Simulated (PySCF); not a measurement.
Species: C5H2Cl2OS.
Z-matrix (Å and degrees, GFN2-xTB geometry), rows numbered from 1:
```
O 
C   1  1.1894
Cl  2  1.7839  1  119.97
C   2  1.4363  1  128.54  3   180.00
S   4  1.7321  2  122.37  1   179.91
C   5  1.7075  4   91.18  2  -179.97
C   6  1.3625  5  113.15  4    -0.03
C   4  1.3875  2  126.80  1    -0.09
Cl  8  1.6998  4  123.72  2    -0.01
H   6  1.0724  5  119.59  4   180.00
H   7  1.0740  6  124.67  5  -179.99
```

The calculation used PySCF 2.14.0, density-fitted response routines, TDDFT CAM-B3LYP/def2-SVPD, vertical, gas phase, core orbitals frozen in the response.

Broadening: Gaussians 0.5 eV wide at half height, area fixed by f = 4.319×10⁻⁹ ∫ε dν̃. The width is an assumption, not a result. The curve ends short of the highest state used, and states not computed would add to its high-energy end.

| E (eV) | ε (L mol⁻¹ cm⁻¹) |
| --- | --- |
| 3.76 | 0 |
| 3.85 | 2 |
| 3.94 | 12 |
| 4.03 | 53 |
| 4.12 | 196 |
| 4.21 | 611 |
| 4.30 | 1607 |
| 4.40 | 3864 |
| 4.49 | 7150 |
| 4.58 | 11249 |
| 4.67 | 15087 |
| 4.76 | 17286 |
| 4.85 | 16943 |
| 4.94 | 14210 |
| 5.03 | 10190 |
| 5.12 | 6236 |
| 5.21 | 3249 |
| 5.30 | 1438 |
| 5.39 | 539 |
| 5.48 | 173 |
| 5.57 | 54 |
| 5.66 | 37 |
| 5.75 | 72 |
| 5.84 | 167 |

(1) Locate the maxima and give the states behind the curve.

(2) Coming from long wavelengths, where does ε first pass 100 L mol⁻¹ cm⁻¹?

(3) On this curve, what absorbance would a 10⁻³ mol/L sample give at 308 nm over a 1 cm path?

Answers

(1) 259 nm (4.79 eV), ε about 17000, made up of S2 (53%) and S3 (47%) (ε in L mol⁻¹ cm⁻¹; maxima over ε = 5, shares over 10%). At its high-energy end, 5.84 eV, the curve is still rising (ε about 170, from S5 and S7). The states used: S1 4.51 eV (f 0.0001); S2 4.72 eV (f 0.182); S3 4.88 eV (f 0.164); S4 5.93 eV (f 0.0001); S5 6.04 eV (f 0.0007); S6 6.17 eV (f 0.0010); S7 6.31 eV (f 0.027); S8 6.44 eV (f 0.0000).

(2) At about 304 nm (4.07 eV), 0.44 eV below S1.

(3) 308 nm is 4.025 eV, where ε is about 49 L mol⁻¹ cm⁻¹, so A = ε c l ≈ 0.049 (Beer–Lambert, with the gas-phase spectrum and the assumed width).

One conformer stands for the species.
